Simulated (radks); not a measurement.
Q: Spherical quantum dot in the effective-mass picture: electrons in a well V = -V0 / (1 + exp((r - R)/a)) with V0 = 4.65, R = 4.94, a = 0.56, with a point charge +2 (a donor) at the centre, all in effective atomic units (hartree* = m*/eps^2 hartree, bohr* = eps/m* bohr), one dielectric constant everywhere. Method: non-relativistic Kohn-Sham, r2SCAN, spin-polarised, spherical densities, generalised Kohn-Sham scheme; computed with a radial shooting solver with Libxc functionals. Levels are named by radial order and angular momentum (1s, 1p, 1d, 2s, ...), and open shells are averaged over m. At N = 9 the configuration is 1s2 1p6 2s(up 1, down 0). Does electron 10 go into 1d down or 2s down or 1d up?

A: Into 2s down. The total energies of the other choices lie higher by 0.245 hartree* (1d up), 0.268 hartree* (1d down).
